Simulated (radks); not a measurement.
The numbers below are computed, except where a source is named.
Neutral bismuth inside a hard spherical wall (all orbitals vanish at R), configuration held at [Hg] 6p3 and not refilled when levels cross. Level of theory: scalar-relativistic Kohn-Sham, PBE, spin-polarised, spherical densities, point nucleus; open shells are filled with parallel spins first (spin-orbit coupling, left out, can overturn this in heavy ions) (a radial shooting solver on a logarithmic mesh with Libxc functionals). Eigenvalues in eV for spin up, with the zero of energy where the potential of the charges vanishes at infinity; a dash marks a level that is unbound or too diffuse for the functional's potential to be trusted. A positive occupied level is held by the wall or, in an anion where self-interaction has pushed it up, behind a barrier. The pressure on the wall is -dE/dV.

| R (bohr) | E (hartree) | kinetic (hartree) | e(5p) | e(5d) | e(6s) | e(6p) | e(7s, empty) | e(6d, empty) | pressure (GPa) |
|---|---|---|---|---|---|---|---|---|---|
| free | -21530.8208 | 24432.373 | -95.638 | -26.967 | -14.969 | -5.179 | - | - | 0 |
| 15 | -21530.8208 | 24432.373 | -95.638 | -26.966 | -14.969 | -5.179 | -0.743 | 0.770 | < 0.0001 |
| 12 | -21530.8207 | 24432.373 | -95.633 | -26.962 | -14.965 | -5.176 | -0.579 | 1.083 | 0.000681 |
| 10 | -21530.8204 | 24432.377 | -95.604 | -26.933 | -14.940 | -5.152 | -0.182 | 1.555 | 0.0110 |
| 8 | -21530.8165 | 24432.408 | -95.405 | -26.739 | -14.780 | -4.992 | 1.080 | 2.628 | 0.183 |
| 5 | -21530.6626 | 24433.238 | -92.550 | -23.999 | -12.581 | -2.150 | 13.112 | 10.064 | 18.9 |
| 3 | -21527.9571 | 24444.721 | -77.093 | -9.676 | 4.417 | 22.067 | 86.425 | 51.580 | 1280 |
| 1.5 | -21453.2924 | 24697.324 | 42.966 | 128.65 | 285.84 | 356.14 | 766.65 | 446.85 | 232000 |
